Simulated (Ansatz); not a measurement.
Cost and result up the ladder for Hf3O12H12, a hydroxylated oxide cluster (27 atoms). Total charge 0; singlet. Geometry: PBE-D4/def2-SVP.

```xyz
27

Hf    1.621   -0.777   -0.118
Hf   -2.160   -1.261   -0.266
Hf   -0.603    1.708    0.666
O     3.889    2.137    0.261
O    -0.790    3.226   -0.538
O     1.297   -0.960   -2.043
O    -0.407   -0.320    0.309
O    -0.823    2.230    2.526
O     3.635   -0.488    0.168
O     1.436    1.347    0.434
O    -1.539   -1.558   -2.137
O    -2.554    0.848    0.225
O     1.302   -2.487    0.783
O    -1.588   -2.840    0.825
O    -4.099   -1.570   -0.333
H     4.065    2.371   -0.669
H     4.021    1.134    0.271
H    -0.770    3.713   -1.372
H     0.400   -1.251   -2.338
H    -0.801    2.873    3.247
H     4.263   -1.110    0.570
H     2.318    1.864    0.414
H    -1.959   -2.063   -2.852
H    -3.419    1.288    0.167
H     0.399   -2.844    0.955
H    -2.083   -3.650    1.031
H    -5.053   -1.561   -0.186
```

Ansatz on 2 threads of AMD EPYC 7R13 on a shared host and a share (18 GiB) of an NVIDIA H100 80GB HBM3. Times are rough, and most runs start from the orbitals of an earlier one. ωB97X-V/def2-TZVP serves as the yardstick here, not as an exact answer. Differences are given only for rows in sets of like size (and for xTB, whose basis is part of the method), since another set adds its own error. Binding counts from free atoms at the same level (Hf triplet, O triplet, H doublet; other spins of the atoms weren't run), without zero-point energy or a counterpoise term.

In the def2 sets Hf takes a core potential; there is no spin–orbit coupling. LC-ωPBE has ω = 0.4 bohr⁻¹. Correlated methods freeze 12 core orbitals; core or outer-core shells of Hf are correlated, in sets that lack core-valence functions. Single mean-field runs in def2-TZVP are fitted with def2-universal-jkfit. In the singlet geometry the species has come apart into loosely held pieces.

Correlated methods converge slowly with the basis.

```tsv
level	functions	wall time	binding energy per atom (eV)	difference from ωB97X-V/def2-TZVP (eV)
PBE0-D4/def2-TZVP	564	2.6 s	4.58	-0.09
PBE0-D4/def2-SVP	324	2.8 s	4.61	–
PBE-D4/def2-TZVP	564	3.1 s	4.74	0.07
PBE-D4/def2-SVP	324	3.2 s	4.79	–
CAM-B3LYP-D4/def2-TZVP	564	4.2 s	4.66	-0.01
MP2/def2-TZVP	564	4.9 s	4.71	0.05
r2SCAN-D4/def2-TZVP (with forces)	564	5.5 s	4.68	0.01
LC-ωPBE/def2-TZVP (with forces)	564	6 s	4.64	-0.03
ωB97X-V/def2-TZVP	564	7.5 s	4.67	0.00
```
